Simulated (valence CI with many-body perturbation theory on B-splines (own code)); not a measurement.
Values are calculated unless marked as measured or tabulated.
## Sensitivity of CI+MBPT for Sb²⁰⁺

Method: relativistic CI+MBPT: three valence electrons over a frozen Dirac-Fock core [Ar] 3d10, radial functions for each j: 6 s, 6 p, 5 d, 3 f, 1 g, with the one-electron correlation potential Σ1, the two-electron term Σ2, the three-electron term Σ3, Breit, model QED; selected CI, second order for the rest, scaled by the run's own slope (own B-spline code, finite nucleus).

No measured levels were compared; by estimate levels hold to about 250 cm⁻¹ or 0.2 % of their energy and the worst to 1 %, as in measured heavy ions of charge 2 to 7; those with d or f electrons hold less well.

The reference run has the lowest level 4s2 4p 2P°_1/2 and an ionisation energy of 585.499 eV. Its largest variational space holds 3063 state functions.

Names give the largest LS component (configuration and term), which can be under half, so a name can repeat, a term be missing and a line seem to break the LS rules; names also repeat where a configuration has a term twice. Letters in brackets count levels of one name in rising energy.

Changed runs:
A. averaging of valence orbitals over low configurations on → off
B. box radius (bohr) 5.4575 → 3.06; orbitals per symmetry with explicit Σ2 and valence Breit (the others get mean screening factors) 5 → 7
C. size limit of the variational space 10000 → 3000; second order for the rest on → off
D. start configuration 4s2 4p1 → 4s2 4p2 (bad on purpose)

Excitation energies of the reference run in cm⁻¹, and shifts in cm⁻¹:

| Level | Reference | A | B | C |
| --- | --- | --- | --- | --- |
| 4s2 4p 2P°_3/2 | 99611 | +1.4 | -0.4 | 0 |
| 4s 4p2 4P_1/2 | 346077 | +4.5 | -0.8 | 0 |
| 4s 4p2 4P_3/2 | 407857 | +7.5 | -1.1 | 0 |
| 4s 4p2 4P_5/2 | 437233 | +5.8 | -0.9 | +0.1 |
| 4s 4p2 2D_3/2 | 490247 | +2.3 | -1.5 | +0.2 |
| 4s 4p2 2P_1/2 | 523522 | -2.3 | -1.1 | +0.3 |
| 4s 4p2 2D_5/2 | 536560 | +5.0 | -1.2 | +0.2 |
| 4s 4p2 2S_1/2 | 622920 | -2.4 | -2.4 | +0.3 |
| 4s 4p2 2P_3/2 | 630926 | -0.7 | -1.8 | +0.7 |
| 4s2 4d 2D_3/2 | 754376 | +2.3 | -1.6 | +1.1 |
| 4s2 4d 2D_5/2 | 771840 | +2.9 | -1.9 | +1.3 |
| 4p3 2P°_3/2 [a] | 865467 | +2.9 | -3.1 | +0.3 |
| Ionisation energy (eV) | 585.499 | +0.00075 | -0.0006 | 0 |

Run D: It gave no result: the electrons of core and valence do not add up to the charge. The program said: "core and valence hold 32 electrons, the ion has 31".
